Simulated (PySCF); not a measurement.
Start geometry of `CC(C)P(C)(C)=[Se]` from GFN2-xTB (Å):
```
atom  x, y, z in Å
C1     1.8213    0.9892    0.0762
C2     0.8084   -0.0592    0.5159
C3     1.4066   -1.4473    0.4179
P4    -0.6370    0.0164   -0.6096
C5    -1.8862   -1.1689    0.0942
C6    -1.4428    1.6578   -0.3183
Se7   -0.2486   -0.3488   -2.6281
H8     2.7454    0.9392    0.6280
H9     1.3938    2.0191    0.2415
H10    2.0237    0.8835   -0.9765
H11    0.4622    0.1412    1.5492
H12    2.3782   -1.4780    0.9712
H13    0.7365   -2.1887    0.8392
H14    1.6007   -1.6901   -0.6106
H15   -2.8281   -1.0379   -0.4286
H16   -1.5314   -2.1622   -0.0656
H17   -2.0286   -0.9826    1.1676
H18   -2.4206    1.6576   -0.8015
H19   -0.8231    2.4082   -0.7828
H20   -1.5815    1.8668    0.7506
```

Question: What comes out of this run: PySCF, PBE0-D3(BJ)/def2-SVP geometry optimisation, gas phase?

Answer: 
```
atom  x, y, z in Å
C1     2.1702    1.0231   -0.0507
C2     1.1352    0.0191    0.4430
C3     1.6669   -1.4079    0.3942
P4    -0.4217    0.1589   -0.5527
C5    -1.6328   -0.8924    0.3151
C6    -1.0262    1.8531   -0.2522
Se7   -0.2002   -0.3108   -2.5921
H8     3.1148    0.8925    0.4994
H9     1.8443    2.0643    0.0893
H10    2.3702    0.8665   -1.1225
H11    0.8359    0.2698    1.4780
H12    2.6000   -1.4824    0.9740
H13    0.9562   -2.1359    0.8124
H14    1.8789   -1.6989   -0.6463
H15   -2.6127   -0.7482   -0.1606
H16   -1.3459   -1.9451    0.1945
H17   -1.6932   -0.6369    1.3846
H18   -2.0215    1.9456   -0.7087
H19   -0.3539    2.5643   -0.7497
H20   -1.0847    2.0758    0.8246
```

The energy falls by 0.160 eV over 5 energy and gradient evaluations, the largest force component goes from 0.0312 to 2.6e-04 Eh/bohr, and the atoms move by 0.063 Å rms after alignment. The bond that changes most is P4–C5 (ends: phosphorus bonded to 3 C and Se; sp3 carbon bound to phosphorus), which shortens by 0.037 Å. Bonds longer at the end by more than 0.005 Å: 11 of 19; shorter: 4. Among the angles that change most is P4–C2–H11, from 108.6° to 105.0°. Rotational constants go from 1649, 1089, 961.9 to 1651, 1068, 947.2 MHz. The orientation of the end geometry is arbitrary; only internal coordinates are fixed.

The run used 185 basis functions and 33 SCF cycles in all. Hardware: one thread, Intel Xeon Platinum 8488C (x86_64), no GPU, shared host with 192 logical CPUs at a one-minute load of 110. Cost: 1.9 min, 0.83 GiB resident at most.

No frequency check. One conformer, not necessarily the lowest.
